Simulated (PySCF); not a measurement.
ClH5N2Sn. Atoms are numbered in the order given.

```xyz
9

Sn     0.0825    -0.1678     0.3447
N     -1.4931    -1.4310     0.2012
N      1.6610    -1.1277    -0.4820
Cl    -0.3044     1.8245    -0.8955
H      0.3546     0.2991     1.9598
H     -2.2486    -1.2016     0.8445
H     -1.8915    -1.4658    -0.7358
H      1.3582    -1.8429    -1.1416
H      2.3007    -0.5039    -0.9709
```
Charge 0, spin multiplicity 1.

Geometry: PBE0-D3(BJ)/def2-SVP. The structure was generated by enumeration; whether it is a known compound was not checked. The def2 effective core potentials stand for the cores of Sn; spin–orbit coupling is left out. Other conformers were not sampled.

All values below come from PBE0/def2-TZVP (PySCF).

ESP charges are fitted to the potential on shells at 1.4 to 2.0 van der Waals radii. Atomic charges (e):

```csv
atom,ESP fit,Mulliken,Löwdin
Sn1,0.80,0.98,0.32
N2,-0.85,-0.77,-0.42
N3,-0.88,-0.76,-0.42
Cl4,-0.35,-0.41,-0.04
H5,-0.06,-0.03,-0.05
H6,0.32,0.25,0.15
H7,0.32,0.25,0.15
H8,0.35,0.25,0.15
H9,0.33,0.25,0.15
```
